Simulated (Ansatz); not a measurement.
Consider the ligand exchange at the Si–C bond: `N[SiH2]C=O` + `O[SiH2][SiH3]` → `N[SiH2]O[SiH2][SiH3]` + `C=O`.

Program: Ansatz. Geometries: PBE0-D4/def2-TZVP. ΔE: electronic, gas phase. CCSD(T)/CBS adds triple-zeta CCSD(T) − MP2 to the extrapolated MP2 energy (def2 sets, frozen cores). This one scheme is used for every species. Functionals use def2-TZVPP. B3LYP here is the variant with VWN-RPA as its local correlation; programs differ in this. One conformer a species, not always the lowest.

```json
{"level": "r2SCAN-D4", "ΔE (kcal/mol)": "-33.7", "difference from CCSD(T)/CBS": "1.2"}
{"level": "ωB97X-V", "ΔE (kcal/mol)": "-34.3", "difference from CCSD(T)/CBS": "0.6"}
{"level": "ωB97M-V", "ΔE (kcal/mol)": "-34.5", "difference from CCSD(T)/CBS": "0.4"}
{"level": "PBE", "ΔE (kcal/mol)": "-29.1", "difference from CCSD(T)/CBS": "5.8"}
{"level": "r2SCAN", "ΔE (kcal/mol)": "-33.1", "difference from CCSD(T)/CBS": "1.8"}
{"level": "PBE0", "ΔE (kcal/mol)": "-31.4", "difference from CCSD(T)/CBS": "3.5"}
{"level": "B3LYP", "ΔE (kcal/mol)": "-32.7", "difference from CCSD(T)/CBS": "2.2"}
{"level": "HF/def2-TZVPP", "ΔE (kcal/mol)": "-38.1", "difference from CCSD(T)/CBS": "-3.2"}
{"level": "SCS-MP2/def2-TZVPP", "ΔE (kcal/mol)": "-36.4", "difference from CCSD(T)/CBS": "-1.5"}
{"level": "CCSD/def2-TZVPP", "ΔE (kcal/mol)": "-35.7", "difference from CCSD(T)/CBS": "-0.8"}
{"level": "CCSD(T)/def2-TZVPP", "ΔE (kcal/mol)": "-35.3", "difference from CCSD(T)/CBS": "-0.4"}
{"level": "HF/def2-QZVPP", "ΔE (kcal/mol)": "-38.4", "difference from CCSD(T)/CBS": "-3.5"}
{"level": "MP2/def2-QZVPP", "ΔE (kcal/mol)": "-36.1", "difference from CCSD(T)/CBS": "-1.2"}
{"level": "HF/CBS(def2)", "ΔE (kcal/mol)": "-38.4", "difference from CCSD(T)/CBS": "-3.5"}
{"level": "MP2/CBS(def2)", "ΔE (kcal/mol)": "-35.8", "difference from CCSD(T)/CBS": "-0.9"}
{"level": "CCSD/CBS(def2)", "ΔE (kcal/mol)": "-35.3", "difference from CCSD(T)/CBS": "-0.4"}
{"level": "CCSD(T)/CBS", "ΔE (kcal/mol)": "-34.9", "difference from CCSD(T)/CBS": "0"}
```

Largest T1 diagnostic among the species: 0.015.

In def2-TZVPP, CCSD(T) changes the Hartree–Fock value by +2.8 kcal/mol (the triples alone add +0.4 kcal/mol) and MP2 by +1.8 kcal/mol. The D4 term adds −2.4 kcal/mol with B3LYP and −1.5 kcal/mol with PBE0; it sums over pairs of atoms, weighted by their polarisabilities, and B3LYP, whose exchange is more repulsive, gets the larger term.
